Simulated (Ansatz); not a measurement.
One change: `F[SiH](Cl)[NH][GeH3]` becomes `C[SiH](F)Cl`.

Ansatz, PBE0-D4/def2-TZVP geometries, multiplicity 1. Each molecule was computed in one conformer, which needn't be the lowest.

Scalar relativity is left out up to krypton.

```
                                          property  `F[SiH](Cl)[NH][GeH3]`
           HOMO–LUMO gap (ωB97M-V/def2-TZVPP) / eV                   12.10
  size of the dipole moment (B3LYP/def2-TZVPP) / D                    2.54
             HOMO energy (ωB97M-V/def2-TZVPP) / eV                  -10.36
             LUMO energy (ωB97M-V/def2-TZVPP) / eV                    1.74
size of the dipole moment (ωB97M-V/def2-TZVPP) / D                    2.56
                 LUMO energy (PBE/def2-TZVPP) / eV                   -0.78
```

**Question.** Give the same properties after the change, and the shifts. (Best estimate.)

**Answer.** The calculation gave: 
| property | `C[SiH](F)Cl` | shift |
| --- | --- | --- |
| HOMO–LUMO gap (ωB97M-V/def2-TZVPP) / eV | 13.66 | 1.56 |
| size of the dipole moment (B3LYP/def2-TZVPP) / D | 2.06 | -0.48 |
| HOMO energy (ωB97M-V/def2-TZVPP) / eV | -11.21 | -0.85 |
| LUMO energy (ωB97M-V/def2-TZVPP) / eV | 2.46 | 0.72 |
| size of the dipole moment (ωB97M-V/def2-TZVPP) / D | 2.05 | -0.51 |
| LUMO energy (PBE/def2-TZVPP) / eV | -0.20 | 0.58 |

With PBE0 the HOMO falls by 0.91 eV and the LUMO rises by 0.65 eV, so the gap widens by about 1.56 eV. PBE moves the HOMO by -0.92 eV and ωB97M-V by -0.85 eV. Dipoles are sizes alone; their direction can turn.

B3LYP here is the variant with VWN-RPA as its local correlation; programs differ in this.
